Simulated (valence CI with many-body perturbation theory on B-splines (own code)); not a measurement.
# Level structure of Lu LXV

Calculated by relativistic CI+MBPT: five valence electrons over a frozen Dirac-Fock core [He], a basis of 9 s, 9 p, 8 d, 6 f, 3 g, 1 h functions for each j, with the one-electron correlation potential Σ1 (screened to all orders), the two-electron term Σ2, the three-electron term Σ3, Breit, model QED; selected single and double excitations, second order for the rest (own B-spline code, finite nucleus).

No measured spectrum was set against this ion. As an estimate, large intervals hold to a few tenths of a per cent, small ones and those within an open d or f shell to about a per cent. Among the levels kept, up to 1200 cm⁻¹ of a level comes from second order outside the variational space, and about a tenth of that is noise between levels of different J, which matters for small intervals.

Levels 1 to 45 of 74, with energies above the lowest level, (2s^2 2p1/2^2 2p3/2) J=3/2. "Leading %" is the weight of the configuration and term that name the level; weights of strongly mixed levels are sums over their largest components and can fall short. In the jj column 3d3/2^4 stands for four electrons in 3d with j = 3/2. Lifetimes count E1, E2, E3, M1 and M2 decay at the calculated energies, and are blank where another channel may lead or the interval is too uncertain; long ones can be off by a factor of two.

```
No.  Configuration  Term    J  E (× 10³ cm⁻¹)  Leading %  Lifetime     Second component                      Leading jj
  1        2s2 2p3   2P°  3/2            0.00         49               27 % 2s2 2p3 2D°      2s^2 2p1/2^2 2p3/2 (100 %)
  2        2s2 2p3   4S°  3/2          9226.9         55   70.9 ps     45 % 2s2 2p3 2D°      2s^2 2p1/2 2p3/2^2 (100 %)
  3        2s2 2p3   2D°  5/2          9412.1        100    414 ps                           2s^2 2p1/2 2p3/2^2 (100 %)
  4        2s2 2p3   2P°  1/2          9808.0        100    125 ps                           2s^2 2p1/2 2p3/2^2 (100 %)
  5         2s 2p4    4P  5/2           11845         70    502 fs       30 % 2s 2p4 2D      2s 2p1/2^2 2p3/2^2 (100 %)
  6         2s 2p4    2S  1/2           12653         64    135 fs       26 % 2s 2p4 4P      2s 2p1/2^2 2p3/2^2 (100 %)
  7         2s 2p4    2P  3/2           12664         51   73.3 fs       35 % 2s 2p4 2D      2s 2p1/2^2 2p3/2^2 (100 %)
  8        2s2 2p3   2P°  3/2           19055         51   20.1 ps     28 % 2s2 2p3 2D°             2s^2 2p3/2^3 (99 %)
  9         2s 2p4    4P  3/2           21284         85    152 fs       11 % 2s 2p4 2D        2s 2p1/2 2p3/2^3 (100 %)
 10         2s 2p4    2D  5/2           21608         70    151 fs       30 % 2s 2p4 4P        2s 2p1/2 2p3/2^3 (100 %)
 11         2s 2p4    2P  1/2           22096         64   59.8 fs       35 % 2s 2p4 4P        2s 2p1/2 2p3/2^3 (100 %)
 12         2s 2p4    2D  3/2           22166         54   60.4 fs       44 % 2s 2p4 2P        2s 2p1/2 2p3/2^3 (100 %)
 13            2p5   2P°  3/2           25055         99   50.5 fs                               2p1/2^2 2p3/2^3 (99 %)
 14         2s 2p4    4P  1/2           31467         39   70.6 fs       35 % 2s 2p4 2S              2s 2p3/2^4 (100 %)
 15            2p5   2P°  1/2           34513        100   37.4 fs                                2p1/2 2p3/2^4 (100 %)
 16     2s2 2p2 3s    4P  1/2           65318         46   5.51 fs   32 % 2s2 2p2 3s 2S         2s^2 2p1/2^2 3s (100 %)
 17     2s2 2p2 3p   2P°  1/2           66112         46    435 fs  38 % 2s2 2p2 3p 4D°      2s^2 2p1/2^2 3p1/2 (100 %)
 18     2s2 2p2 3p   2P°  3/2           68960         35    424 fs  20 % 2s2 2p2 3p 4D°      2s^2 2p1/2^2 3p3/2 (100 %)
 19     2s2 2p2 3d    2D  3/2           69657         42   4.59 fs   32 % 2s2 2p2 3d 4F      2s^2 2p1/2^2 3d3/2 (100 %)
 20     2s2 2p2 3d    2D  5/2           70468         36    827 as   18 % 2s2 2p2 3d 4D      2s^2 2p1/2^2 3d5/2 (100 %)
 21     2s2 2p2 3s    4P  3/2           74657         88   8.35 fs   10 % 2s2 2p2 3s 2P     2s^2 2p1/2 2p3/2 3s (100 %)
 22     2s2 2p2 3s    2P  1/2           74737         67   3.87 fs   33 % 2s2 2p2 3s 4P     2s^2 2p1/2 2p3/2 3s (100 %)
 23     2s2 2p2 3s    2D  5/2           74814         65   7.58 fs   35 % 2s2 2p2 3s 4P     2s^2 2p1/2 2p3/2 3s (100 %)
 24     2s2 2p2 3s    2D  3/2           74866         64   4.11 fs   35 % 2s2 2p2 3s 2P     2s^2 2p1/2 2p3/2 3s (100 %)
 25     2s2 2p2 3p   4P°  1/2           75442         49    670 fs  28 % 2s2 2p2 3p 4D°  2s^2 2p1/2 2p3/2 3p1/2 (100 %)
 26     2s2 2p2 3p   4D°  3/2           75492         55    585 fs  22 % 2s2 2p2 3p 2D°  2s^2 2p1/2 2p3/2 3p1/2 (100 %)
 27     2s2 2p2 3p   2F°  5/2           75600         49    447 fs  30 % 2s2 2p2 3p 2D°  2s^2 2p1/2 2p3/2 3p1/2 (100 %)
 28     2s2 2p2 3p   2P°  3/2           75914         43    257 fs  25 % 2s2 2p2 3p 2D°   2s^2 2p1/2 2p3/2 3p1/2 (99 %)
 29      2s 2p3 3s   4P°  5/2           76945         47   11.0 fs   26 % 2s 2p3 3s 6S°      2s 2p1/2^2 2p3/2 3s (98 %)
 30      2s 2p3 3s   2P°  3/2           77171         35   4.64 fs   25 % 2s 2p3 3s 4S°      2s 2p1/2^2 2p3/2 3s (98 %)
 31      2s 2p3 3s   2P°  1/2           77673         41   4.60 fs   30 % 2s 2p3 3s 4D°      2s 2p1/2^2 2p3/2 3s (95 %)
 32      2s 2p3 3s   2P°  3/2           77751         38   9.79 fs   20 % 2s 2p3 3s 2D°      2s 2p1/2^2 2p3/2 3s (98 %)
 33      2s 2p3 3p    4P  3/2           77820         29   5.56 fs    21 % 2s 2p3 3p 6P   2s 2p1/2^2 2p3/2 3p1/2 (99 %)
 34      2s 2p3 3p    2D  5/2           77827         26   2.20 fs    19 % 2s 2p3 3p 4D   2s 2p1/2^2 2p3/2 3p1/2 (99 %)
 35     2s2 2p2 3p   4D°  5/2           78229         52    260 fs  33 % 2s2 2p2 3p 4P°   2s^2 2p1/2 2p3/2 3p3/2 (99 %)
 36     2s2 2p2 3p   2P°  1/2           78268         35   85.3 fs  30 % 2s2 2p2 3p 4P°   2s^2 2p1/2 2p3/2 3p3/2 (96 %)
 37     2s2 2p2 3p   2D°  3/2           78298         53    283 fs  21 % 2s2 2p2 3p 4P°  2s^2 2p1/2 2p3/2 3p3/2 (100 %)
 38     2s2 2p2 3p   2F°  7/2           78353         65    342 fs  35 % 2s2 2p2 3p 4D°  2s^2 2p1/2 2p3/2 3p3/2 (100 %)
 39      2s 2p3 3p    2P  1/2           78484         36   1.94 fs    18 % 2s 2p3 3p 4P   2s 2p1/2^2 2p3/2 3p1/2 (98 %)
 40      2s 2p3 3p    2D  3/2           78497         35   2.74 fs    21 % 2s 2p3 3p 4F   2s 2p1/2^2 2p3/2 3p1/2 (98 %)
 41     2s2 2p2 3p   2P°  3/2           78518         32    206 fs  31 % 2s2 2p2 3p 4S°   2s^2 2p1/2 2p3/2 3p3/2 (97 %)
 42     2s2 2p2 3p   2D°  5/2           78575         65    321 fs  16 % 2s2 2p2 3p 2F°  2s^2 2p1/2 2p3/2 3p3/2 (100 %)
 43     2s2 2p2 3p   2P°  1/2           78755         86    150 fs   7 % 2s2 2p2 3p 4D°   2s^2 2p1/2 2p3/2 3p3/2 (98 %)
 44     2s2 2p2 3d    4F  3/2           79018         43   2.61 fs   26 % 2s2 2p2 3d 2P   2s^2 2p1/2 2p3/2 3d3/2 (99 %)
 45     2s2 2p2 3d    4F  5/2           79030         53   6.69 fs   38 % 2s2 2p2 3d 2F   2s^2 2p1/2 2p3/2 3d3/2 (99 %)
```

The ionisation energy to 2s2 2p2 3P_0 of the next ion comes out as 15212 eV (NIST: 15211 ± 24 eV (theoretical)). All 74 levels together are meant to be complete up to 82227 × 10³ cm⁻¹.
